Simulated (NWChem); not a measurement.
# MoH3F3; SMILES [F][MoH3]([F])[F]

```xyz
7

Mo     0.0000     0.0000     0.0781
F     -1.0434     1.4865    -0.2823
F      1.8090     0.1604    -0.2823
F     -0.7656    -1.6468    -0.2823
H     -0.8914    -0.0790     1.4471
H      0.3773     0.8114     1.4471
H      0.5141    -0.7325     1.4471
```
Atoms are numbered in this order, from 1.

All runs: NWChem. Medium grid unless said otherwise, to which SCAN and Minnesota functionals are sensitive. Structure relaxed at the PBE0/def2-SVP level. def2 effective core potentials on Mo; no spin-orbit coupling.

**Question.** Order these by “orbital gap (eV)”, lowest first: LC-BLYP (range parameter 0.33 per bohr)/def2-SVP; r2SCAN0/def2-SVP; r2SCAN/def2-SVP; B3LYP/def2-SVP; M05-2X/def2-SVP.

**Answer.** r2SCAN/def2-SVP (3.83), B3LYP/def2-SVP (5.40), r2SCAN0/def2-SVP (6.18), M05-2X/def2-SVP (8.69), LC-BLYP (range parameter 0.33 per bohr)/def2-SVP (10.36)
